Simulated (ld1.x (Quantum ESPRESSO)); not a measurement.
## Nb TM: all-electron and pseudo phase curves

| Quantity | Value |
| --- | --- |
| Element | niobium (Nb) |
| Generator | ld1.x (Quantum ESPRESSO) 7.5 |
| Type | norm-conserving Troullier–Martins (Kleinman–Bylander form) |
| Functional | PBE |
| Relativity | scalar-relativistic |
| Frozen core | [Ar] 3d10 |
| Valence charge | 13 |
| Reference configuration | 4s2 4p6 4d3 5s0 5p0 (charge +2) |
| Partial waves | 4p (bound): rc 2.15 bohr; 4d (bound): rc 2.10 bohr; 4s (bound): rc 1.75 bohr |
| Local potential | the s channel |
| Core correction | Bessel-smoothed model core, default radius (core density twice the valence density) |

The phase is arctan(r·u′/u) with u = r·R(r), unwrapped; energies in Ry, scanned from -8 to 5 Ry. A pole is an energy at which the radial function vanishes at the test radius. The pseudo phase is shifted by a multiple of π to meet the all-electron one at the reference energy, and phase errors are pseudo minus all-electron; the curves can meet again beyond the range given. Levels narrower than the energy grid can be missing from the lists of poles.

```tsv
channel	radius (bohr)	reference energy (Ry)	poles, all-electron	poles, pseudo	unbroken range about the reference energy with phases within 0.05 rad	phase error 1 Ry above the reference energy (rad)
s	2.35	-5.58	-5.44, 3.42	-5.44, 1.69	below -2.3	-0.003
p	2.35	-3.81	-3.53, 4.88	-3.54, 2.81	below -1.3	-0.007
d	2.35	-1.40	-0.51	-0.57, 4.17	below 0.2	-0.019
```

Phases in the p channel:

```tsv
E (Ry)	all-electron	pseudo
-8.00	1.391	1.390
-7.76	1.386	1.386
-7.52	1.381	1.381
-7.28	1.376	1.376
-7.04	1.370	1.370
-6.80	1.364	1.363
-6.56	1.357	1.356
-6.32	1.348	1.347
-6.08	1.339	1.338
-5.84	1.327	1.326
-5.60	1.313	1.312
-5.36	1.296	1.294
-5.12	1.272	1.270
-4.88	1.238	1.235
-4.64	1.181	1.177
-4.40	1.062	1.056
-4.16	0.660	0.649
-3.92	-0.924	-0.926
-3.68	-1.469	-1.470
-3.44	-1.611	-1.613
-3.20	-1.679	-1.683
-2.96	-1.722	-1.728
-2.72	-1.755	-1.763
-2.48	-1.784	-1.794
-2.24	-1.811	-1.825
-2.00	-1.838	-1.857
-1.76	-1.868	-1.893
-1.52	-1.901	-1.937
-1.28	-1.939	-1.991
-1.04	-1.986	-2.062
-0.80	-2.045	-2.163
-0.56	-2.122	-2.316
-0.32	-2.228	-2.560
-0.08	-2.379	-2.950
0.16	-2.601	-3.451
0.40	-2.921	-3.874
0.64	-3.315	-4.144
0.88	-3.685	-4.311
1.12	-3.960	-4.420
1.36	-4.147	-4.497
1.60	-4.275	-4.553
1.84	-4.366	-4.597
2.08	-4.433	-4.632
2.32	-4.484	-4.662
2.56	-4.525	-4.688
2.80	-4.558	-4.712
3.04	-4.586	-4.733
3.28	-4.609	-4.753
3.52	-4.630	-4.773
3.76	-4.647	-4.793
4.00	-4.664	-4.813
4.24	-4.678	-4.835
4.48	-4.692	-4.858
4.72	-4.704	-4.885
4.96	-4.716	-4.915
```
